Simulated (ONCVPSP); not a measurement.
## Which change was made? (O, ONCV)

ONCVPSP 4.0.1 input, shortened (lines: element, Z, core and valence counts, functional; n l f; lmax; l rc ep ncon nbas qcut; lloc lpopt rc5 dvloc0; l nproj debl; icmod fcfact rcfact), LDA (Perdew-Wang 92), scalar-relativistic:

```
  O 8.00    1    2  -001012      upf
    1    0    2.00
    2    0    2.00
    2    1    3.50
    1
    0    0.90    0.00    4    9    9.10
    1    1.25    0.00    3    6   10.80
    4    4    0.85    2.00
    0    2    1.70
    1    2    0.50
    4    0.65    0.00
```

In the p channel the program set the typed energies aside and used -0.604, 0.250 Ha.

Cutoffs, loose and tight: the cutoffs (Ha) at which the residual kinetic energy of the hardest occupied pseudo-wave falls to 1 and 0.1 mHa per electron. They do not see the model core or the augmentation charge, which bear on the density cutoff. Test errors are all-electron minus pseudo excitation energies from the reference, over the configurations 2s2 2p4; 2s2 2p3; 2s2 2p2; 2s2 2p1; variants that change the core or the reference have their own tests.

The base gives: outcome: generated, projector energies reset by the program; cutoff, loose: 39 Ha; cutoff, tight: 73 Ha; bound ghosts: none; GHOST(+) flags above zero: none; largest test error (meV): +294.

After one change the result is: outcome: generated, projector energies reset by the program; cutoff, loose: 47 Ha; cutoff, tight: 117 Ha; bound ghosts: none; GHOST(+) flags above zero: none; largest test error (meV): +100. Which change was it?
A. all radii but the core radius scaled by about 1.10 (s 0.98, p 1.38 bohr); local potential polynomial inside 0.94 bohr (lpopt 4, dvloc0 2 Ha)
B. all radii but the core radius scaled by about 0.78 (s 0.70, p 0.98 bohr); local potential polynomial inside 0.66 bohr (lpopt 4, dvloc0 2 Ha)
C. all radii but the core radius scaled by about 0.87 (s 0.78, p 1.08 bohr); local potential polynomial inside 0.74 bohr (lpopt 4, dvloc0 2 Ha)
D. all radii but the core radius scaled by about 1.23 (s 1.10, p 1.54 bohr); local potential polynomial inside 1.04 bohr (lpopt 4, dvloc0 2 Ha)

B. The others give: all radii but the core radius scaled by about 1.10 (s 0.98, p 1.38 bohr); local potential polynomial inside 0.94 bohr (lpopt 4, dvloc0 2 Ha) → outcome: generated, projector energies reset by the program; cutoff, loose: 37 Ha; cutoff, tight: 44 Ha; bound ghosts: none; GHOST(+) flags above zero: none; largest test error (meV): +395 | all radii but the core radius scaled by about 0.87 (s 0.78, p 1.08 bohr); local potential polynomial inside 0.74 bohr (lpopt 4, dvloc0 2 Ha) → outcome: generated, projector energies reset by the program; cutoff, loose: 43 Ha; cutoff, tight: 151 Ha; bound ghosts: none; GHOST(+) flags above zero: none; largest test error (meV): +165 | all radii but the core radius scaled by about 1.23 (s 1.10, p 1.54 bohr); local potential polynomial inside 1.04 bohr (lpopt 4, dvloc0 2 Ha) → outcome: generated, projector energies reset by the program; cutoff, loose: 31 Ha; cutoff, tight: 37 Ha; bound ghosts: none; GHOST(+) flags above zero: none; largest test error (meV): +667.
